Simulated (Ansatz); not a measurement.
One change: `[SH][Cd][SH]` becomes `[SH][Zn][SH]`.

Ansatz, PBE0-D4/def2-TZVP geometries, multiplicity 1. Each molecule was computed in one conformer, which needn't be the lowest.

Elements past krypton have def2 core potentials. Scalar relativity is left out up to krypton.

| property | `[SH][Cd][SH]` |
| --- | --- |
| HOMO–LUMO gap (B3LYP/def2-TZVPP) / eV | 5.43 |
| LUMO energy (PBE0/def2-TZVPP) / eV | -1.39 |
| HOMO energy (PBE0/def2-TZVPP) / eV | -7.36 |
| size of the dipole moment (PBE/def2-TZVPP) / D | 0.97 |
| size of the dipole moment (ωB97M-V/def2-TZVPP) / D | 0.96 |
| HOMO–LUMO gap (ωB97M-V/def2-TZVPP) / eV | 9.85 |

Task: Give the same properties after the change, and the shifts. (Estimate.)

Result: The calculation gave: 
| property | `[SH][Zn][SH]` | shift |
| --- | --- | --- |
| HOMO–LUMO gap (B3LYP/def2-TZVPP) / eV | 6.00 | 0.57 |
| LUMO energy (PBE0/def2-TZVPP) / eV | -0.97 | 0.42 |
| HOMO energy (PBE0/def2-TZVPP) / eV | -7.53 | -0.17 |
| size of the dipole moment (PBE/def2-TZVPP) / D | 0.96 | -0.01 |
| size of the dipole moment (ωB97M-V/def2-TZVPP) / D | 0.95 | -0.01 |
| HOMO–LUMO gap (ωB97M-V/def2-TZVPP) / eV | 10.37 | 0.52 |

With PBE0 the HOMO falls by 0.17 eV and the LUMO rises by 0.42 eV, so the gap widens by about 0.59 eV. PBE moves the HOMO by -0.17 eV and ωB97M-V by -0.18 eV. Dipoles are sizes alone; their direction can turn.

B3LYP here is the variant with VWN-RPA as its local correlation; programs differ in this.
